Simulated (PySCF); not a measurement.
A series of related molecules.

All values: PBE0/def2-SVPD (PySCF) at PBE0-D3(BJ)/def2-SVP geometries, gas phase, one conformer each. Core orbitals are frozen in the response; Δα² is half the sum of the squared differences of the principal polarisabilities.

(1) Rank by vertical ionisation energy (ΔSCF), highest first.
A. `FC1=C[SiH2]C=C1`
B. `CC(C)C1=C[SiH2]C=C1`
C. `C1=COC(C2=C[SiH2]C=C2)=C1`
D. `O=COC1=C[SiH2]C=C1`

(2) Rank by mean static polarisability, highest first.
A. `O(C1C=C[SiH2]C=1)C=O`
B. `FC1=C[SiH2]C=C1`
C. `C1[SiH2]C=C(C(Cl)Cl)C=1`
D. `C1=CC(c2ccco2)=C[SiH2]1`
E. `[SiH2]1C=CC(=C1)C(C)C`

(3) Rank by dipole moment, highest first.
A. `[O:1]=[CH:2][O:3][C:4]1=[CH:5][SiH2:6][CH:7]=[CH:8]1` with O1–C2–O3–C4 0°, C2–O3–C4–C5 0°
B. `FC1=C[SiH2]C=C1`
C. `[Cl:1][CH:2]([Cl:3])[C:4]1=[CH:5][SiH2:6][CH:7]=[CH:8]1` with Cl1–C2–C4–C5 -119°

Results:

(1) A (8.97 eV), D (8.80 eV), B (8.41 eV), C (7.75 eV).

(2) D (19.02 Å³), C (16.70 Å³), E (16.13 Å³), A (13.32 Å³), B (10.45 Å³).

(3) A (1.99 D), C (1.59 D), B (1.14 D).

All values together:

```json
{"SMILES": "CC(C)C1=C[SiH2]C=C1", "formula": "C7H12Si", "μ (D)": "1.19", "HOMO (eV)": "-6.66", "LUMO (eV)": "-1.40", "α (Å³)": "16.13", "Δα (Å³)": "6.77", "electrons": "68", "α per electron (Å³)": "0.237", "ΔSCF removal energy (eV)": "8.41"}
{"SMILES": "FC1=C[SiH2]C=C1", "formula": "C4H5FSi", "μ (D)": "1.14", "HOMO (eV)": "-7.02", "LUMO (eV)": "-1.69", "α (Å³)": "10.45", "Δα (Å³)": "4.56", "electrons": "52", "α per electron (Å³)": "0.201", "ΔSCF removal energy (eV)": "8.97"}
{"SMILES": "O=COC1=C[SiH2]C=C1", "formula": "C5H6O2Si", "μ (D)": "1.99", "HOMO (eV)": "-6.99", "LUMO (eV)": "-1.80", "α (Å³)": "13.32", "Δα (Å³)": "7.34", "electrons": "66", "α per electron (Å³)": "0.202", "ΔSCF removal energy (eV)": "8.80"}
{"SMILES": "ClC(Cl)C1=C[SiH2]C=C1", "formula": "C5H6Cl2Si", "μ (D)": "1.59", "HOMO (eV)": "-7.26", "LUMO (eV)": "-1.98", "α (Å³)": "16.70", "Δα (Å³)": "6.96", "electrons": "84", "α per electron (Å³)": "0.199", "ΔSCF removal energy (eV)": "9.00"}
{"SMILES": "C1=CC(c2ccco2)=C[SiH2]1", "formula": "C8H8OSi", "μ (D)": "1.64", "HOMO (eV)": "-6.19", "LUMO (eV)": "-1.81", "α (Å³)": "19.02", "Δα (Å³)": "15.46", "electrons": "78", "α per electron (Å³)": "0.244", "ΔSCF removal energy (eV)": "7.75"}
```

Conformers: `[CH3:1][CH:2]([CH3:3])[C:4]1=[CH:5][SiH2:6][CH:7]=[CH:8]1` with C1–C2–C4–C5 118°; `[O:1]=[CH:2][O:3][C:4]1=[CH:5][SiH2:6][CH:7]=[CH:8]1` with O1–C2–O3–C4 0°, C2–O3–C4–C5 0°; `[Cl:1][CH:2]([Cl:3])[C:4]1=[CH:5][SiH2:6][CH:7]=[CH:8]1` with Cl1–C2–C4–C5 -119°; `[CH:1]1=[CH:2][C:3]([c:4]2[cH:5][cH:6][cH:7][o:8]2)=[CH:9][SiH2:10]1` with C2–C3–C4–C5 -1°.

Question: By how much does the ΔSCF value exceed −ε(HOMO) over the species that have both?

Answer: By 1.56 to 1.95 eV, 1.76 eV on average, over 5 species.
